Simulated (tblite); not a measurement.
Record of a relaxation.

Compound: C3H12AsBO.
SMILES with atom numbers: `[CH3:1][AsH:2][BH2-:3][O+:4]([CH3:5])[CH3:6]` (hydrogens: H7, H8, H9 on C1; H10 on As2; H11, H12 on B3; H13, H14, H15 on C5; H16, H17, H18 on C6)

Computed with GFN2-xTB (tblite), gas phase: L-BFGS steps from a force-field or distance-geometry start until the largest atomic force falls under 0.01 eV/Å. 7 of its 171 geometries are shown.

Step 0: E = -547.6717 eV, largest atomic force 3.306 eV/Å
```
atom  x, y, z in Å  |  force x, y, z in eV/Å
C1      3.066    0.385    0.249    0.166   0.158  -0.711
As2     1.479   -0.443   -0.628    0.936  -1.876   1.460
B3     -0.101    0.782   -0.244    2.671   1.849  -0.612
O4     -1.310    0.075   -0.585   -1.577  -0.450   0.014
C5     -2.345    0.207    0.338   -1.495   1.764  -0.670
C6     -1.181   -1.179   -1.117   -0.116  -2.154  -1.414
H7      3.943   -0.288    0.240   -0.344   0.246  -0.059
H8      2.783    0.547    1.305    0.118   0.217  -0.635
H9      3.330    1.305   -0.295    0.046  -0.052   0.662
H10     1.722   -0.577   -2.168    0.220   0.887   0.177
H11    -0.053    1.167    0.872   -0.015  -0.133   0.455
H12    -0.071    1.733   -0.989   -0.135   0.394   0.005
H13    -2.310    1.280    0.675   -0.168  -0.909  -0.241
H14    -3.288    0.074   -0.261    0.375  -0.143   0.902
H15    -2.291   -0.409    1.218    0.103  -0.552   0.152
H16    -2.095   -1.515   -1.664    0.285   0.500   0.165
H17    -0.310   -1.141   -1.828   -1.117  -0.234   0.315
H18    -0.976   -1.997   -0.392    0.046   0.487   0.036
```

Step 28: E = -548.8680 eV, largest atomic force 0.113 eV/Å
```
atom  x, y, z in Å  |  force x, y, z in eV/Å
C1      3.126    0.444    0.250    0.011  -0.002   0.020
As2     1.644   -0.669   -0.440    0.001   0.020  -0.014
B3      0.122    0.731   -0.253    0.042  -0.027   0.046
O4     -1.391    0.079   -0.700    0.028   0.076  -0.044
C5     -2.389    0.236    0.288    0.004   0.018   0.025
C6     -1.389   -1.237   -1.210    0.007   0.000  -0.003
H7      4.075   -0.088    0.189    0.014  -0.031  -0.018
H8      2.939    0.666    1.301   -0.014   0.036   0.021
H9      3.230    1.383   -0.289   -0.105   0.026   0.015
H10     1.967   -0.377   -1.893   -0.013  -0.057  -0.050
H11    -0.028    1.030    0.889    0.039   0.034   0.034
H12     0.189    1.667   -0.980    0.024   0.002   0.017
H13    -2.376    1.270    0.616    0.023   0.081  -0.017
H14    -3.365    0.002   -0.145   -0.059  -0.008   0.004
H15    -2.205   -0.414    1.147    0.011  -0.041   0.047
H16    -2.380   -1.460   -1.610   -0.050  -0.078  -0.065
H17    -0.648   -1.294   -2.003    0.041   0.037  -0.074
H18    -1.131   -1.964   -0.435   -0.003  -0.084   0.058
```

Step 57: E = -548.8910 eV, largest atomic force 0.036 eV/Å
```
atom  x, y, z in Å  |  force x, y, z in eV/Å
C1      3.067    0.478    0.247   -0.005  -0.011  -0.010
As2     1.656   -0.751   -0.376   -0.035   0.005  -0.008
B3      0.156    0.667   -0.223    0.004   0.019   0.000
O4     -1.370    0.090   -0.709   -0.002   0.001   0.004
C5     -2.357    0.264    0.288    0.001  -0.001   0.013
C6     -1.391   -1.221   -1.240    0.011  -0.003  -0.008
H7      4.064    0.069    0.079    0.007   0.009  -0.004
H8      2.939    0.633    1.319    0.024   0.004  -0.011
H9      2.990    1.443   -0.249    0.008   0.007   0.014
H10     1.947   -0.547   -1.858    0.010  -0.008   0.016
H11     0.013    0.975    0.920   -0.021  -0.003   0.015
H12     0.284    1.608   -0.936    0.013  -0.001  -0.018
H13    -2.339    1.310    0.584   -0.005   0.001   0.002
H14    -3.342    0.014   -0.119    0.009   0.012  -0.006
H15    -2.154   -0.365    1.160   -0.014  -0.005   0.024
H16    -2.382   -1.428   -1.654    0.014  -0.014   0.000
H17    -0.645   -1.265   -2.033    0.005   0.000  -0.015
H18    -1.143   -1.968   -0.476   -0.022  -0.013  -0.008
```

Step 85: E = -548.8963 eV, largest atomic force 0.028 eV/Å
```
atom  x, y, z in Å  |  force x, y, z in eV/Å
C1      3.086    0.487    0.239   -0.009  -0.002  -0.013
As2     1.633   -0.754   -0.260    0.009   0.017  -0.008
B3      0.147    0.686   -0.207    0.002   0.005   0.000
O4     -1.370    0.094   -0.690   -0.011  -0.001  -0.013
C5     -2.375    0.246    0.293   -0.001  -0.006   0.000
C6     -1.379   -1.202   -1.257    0.008  -0.007   0.007
H7      4.057    0.107   -0.079    0.002  -0.002   0.006
H8      3.105    0.598    1.323   -0.006  -0.001   0.002
H9      2.931    1.472   -0.199   -0.003  -0.013  -0.004
H10     1.902   -0.656   -1.758    0.011  -0.017   0.012
H11    -0.020    1.066    0.909   -0.012   0.009   0.016
H12     0.305    1.576   -0.979    0.005   0.001  -0.009
H13    -2.355    1.281    0.624   -0.003  -0.003  -0.014
H14    -3.351    0.019   -0.147   -0.010   0.003   0.015
H15    -2.200   -0.411    1.151    0.011  -0.015  -0.001
H16    -2.351   -1.394   -1.723    0.006   0.027   0.004
H17    -0.596   -1.237   -2.014   -0.007   0.014  -0.011
H18    -1.178   -1.972   -0.503    0.008  -0.011   0.010
```

Step 113: E = -548.9923 eV, largest atomic force 0.169 eV/Å
```
atom  x, y, z in Å  |  force x, y, z in eV/Å
C1      2.993    0.465    0.288    0.015   0.023   0.040
As2     1.365   -0.643    0.432    0.033  -0.084  -0.040
B3      0.075    0.810   -0.310    0.045  -0.004   0.086
O4     -1.431    0.238   -0.672    0.071   0.147   0.034
C5     -2.220    0.005    0.481    0.075  -0.057   0.034
C6     -1.370   -0.868   -1.552    0.000   0.119   0.047
H7      3.870   -0.173    0.177    0.019   0.025   0.036
H8      3.115    1.054    1.201   -0.023  -0.028  -0.115
H9      2.947    1.145   -0.564   -0.039  -0.043   0.100
H10     1.633   -1.361   -0.902   -0.041   0.036   0.058
H11    -0.127    1.636    0.527   -0.006   0.049  -0.117
H12     0.456    1.247   -1.344   -0.052   0.121  -0.077
H13    -2.436    0.970    0.942    0.096  -0.070  -0.067
H14    -3.153   -0.479    0.200   -0.135  -0.015  -0.057
H15    -1.688   -0.628    1.197    0.046  -0.058   0.064
H16    -2.377   -1.190   -1.809   -0.150  -0.043  -0.066
H17    -0.853   -0.524   -2.444    0.028   0.000  -0.065
H18    -0.809   -1.699   -1.121    0.019  -0.116   0.105
```

Step 142: E = -549.0412 eV, largest atomic force 0.043 eV/Å
```
atom  x, y, z in Å  |  force x, y, z in eV/Å
C1      2.968    0.497    0.342   -0.032  -0.004  -0.021
As2     1.336   -0.608    0.437   -0.014   0.004   0.036
B3      0.087    0.829   -0.401    0.005   0.000   0.015
O4     -1.431    0.243   -0.673    0.022  -0.005  -0.008
C5     -2.123   -0.066    0.521    0.015  -0.005  -0.005
C6     -1.438   -0.845   -1.577   -0.003  -0.010   0.003
H7      3.865   -0.116    0.424    0.011   0.013  -0.003
H8      2.963    1.207    1.170   -0.006  -0.012   0.010
H9      3.005    1.064   -0.586    0.008  -0.020   0.009
H10     1.632   -1.372   -0.854    0.013   0.022  -0.012
H11    -0.104    1.728    0.360    0.024  -0.002  -0.036
H12     0.432    1.199   -1.477   -0.007   0.014  -0.003
H13    -2.112    0.825    1.143   -0.011   0.026   0.013
H14    -3.155   -0.342    0.288   -0.011  -0.010  -0.003
H15    -1.630   -0.885    1.059   -0.005  -0.020   0.001
H16    -2.464   -1.062   -1.885   -0.020   0.004   0.008
H17    -0.848   -0.553   -2.444   -0.010   0.006   0.005
H18    -0.992   -1.738   -1.123    0.019  -0.001  -0.009
```

Step 170: E = -549.0442 eV, largest atomic force 0.009 eV/Å
```
atom  x, y, z in Å  |  force x, y, z in eV/Å
C1      2.955    0.502    0.377   -0.003  -0.003  -0.001
As2     1.333   -0.619    0.416   -0.003   0.006  -0.005
B3      0.096    0.820   -0.437    0.007  -0.003   0.002
O4     -1.433    0.242   -0.674   -0.006   0.000   0.003
C5     -2.094   -0.076    0.535   -0.001   0.001   0.002
C6     -1.469   -0.838   -1.588    0.001   0.003   0.002
H7      3.856   -0.089    0.546    0.001  -0.006  -0.005
H8      2.885    1.248    1.168   -0.004   0.000   0.007
H9      3.047    1.024   -0.573   -0.001   0.009  -0.001
H10     1.671   -1.357   -0.879    0.002   0.001   0.005
H11    -0.073    1.737    0.306    0.001  -0.004  -0.007
H12     0.427    1.169   -1.525    0.000  -0.004  -0.002
H13    -2.058    0.809    1.167    0.000  -0.002   0.002
H14    -3.135   -0.339    0.328    0.002   0.002  -0.005
H15    -1.597   -0.907    1.050    0.002  -0.001   0.000
H16    -2.507   -1.086   -1.825    0.000   0.001   0.006
H17    -0.953   -0.516   -2.490    0.003   0.003  -0.004
H18    -0.960   -1.719   -1.178    0.000  -0.004   0.002
```

Problem. Summarise the path.

Solution. The energy falls by 1.3725 eV from step 0 to step 170; nine tenths of that is first reached at step 96. It rises by more than 0.2 meV at step 97. The largest force goes from 3.306 to 0.009 eV/Å. Among the bonds B3–O4 changes most, from 1.442 to 1.652 Å; the atoms move by 0.772 Å rms after alignment.

The cost below is that of the whole relaxation. The run took 1.6 s wall on one thread, Arm Neoverse N1 (aarch64), shared host with 64 logical CPUs at a one-minute load of 46.
